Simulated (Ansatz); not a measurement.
C$_{8}$H$_{9}$, doublet (typed; the unrestricted solution is spin-contaminated), at a GFN2-xTB geometry; BHLYP/STO-3G in Ansatz (a quantum-chemistry and plane-wave program).

Ansatz was given this input:
Ansatz 0.2 input:
```yaml
crystal:
  periodic: [false, false, false]
  atoms:
    - {symbol: C, position_ang: [-2.86940762, 0.04230958, 0.04061680]}
    - {symbol: C, position_ang: [-1.49251200, 0.02059238, 0.02077269]}
    - {symbol: C, position_ang: [-0.76964542, -1.10670664, -0.46122192]}
    - {symbol: C, position_ang: [0.60065833, -1.11868845, -0.47556411]}
    - {symbol: C, position_ang: [1.34045314, -0.02581735, -0.01768787]}
    - {symbol: C, position_ang: [2.83523812, -0.03240613, -0.04110719]}
    - {symbol: C, position_ang: [0.64717806, 1.09259535, 0.45923992]}
    - {symbol: C, position_ang: [-0.72087053, 1.12517956, 0.48211883]}
    - {symbol: H, position_ang: [-3.44548796, -0.79521068, -0.30925238]}
    - {symbol: H, position_ang: [-3.40864576, 0.89741059, 0.40629066]}
    - {symbol: H, position_ang: [-1.32637261, -1.96090267, -0.81821381]}
    - {symbol: H, position_ang: [1.12443398, -1.98904985, -0.84687777]}
    - {symbol: H, position_ang: [3.21858061, -1.01579588, -0.30197407]}
    - {symbol: H, position_ang: [3.23522463, 0.25477780, 0.93086154]}
    - {symbol: H, position_ang: [3.20460889, 0.68682114, -0.77355242]}
    - {symbol: H, position_ang: [1.21174650, 1.94351087, 0.81542914]}
    - {symbol: H, position_ang: [-1.24064055, 1.99608895, 0.85428617]}
basis:
  gaussian:
    orbitals: STO-3G
hamiltonian:
  xc: {name: BHLYP}
magnetization: {spin_polarized: true, initial_magnetization: 1}
```

Problem. Write the output that Ansatz gives for this input, abridged.

Solution. 
```
Functional definition: BHLYP
691 factors; integrals over basis functions are off by at most 4.7e-5 eV
mean field evaluation 1: about -8333.0393 eV, gradient 8.3e0 eV
mean field evaluation 2: about -8333.7191 eV, gradient 3.9e0 eV
mean field evaluation 4: about -8333.9261 eV, gradient 1.0e0 eV
mean field evaluation 8: about -8334.0233 eV, gradient 2.2e-1 eV
mean field evaluation 16: about -8334.0267 eV, gradient 3.4e-4 eV
mean field -8334.02673370 eV, -306.2698334573 hartree, gradient 3.9e-5 eV, S^2 0.929282; 0 other end points of the search recorded, 0 dependent functions left out
reference -8334.02689811 eV, -306.2698394992 hartree; 29, 28 occupied and 20, 21 virtual orbitals, 691 factors
Total energy: -8334.02689811 eV, -306.2698394992 hartree
```
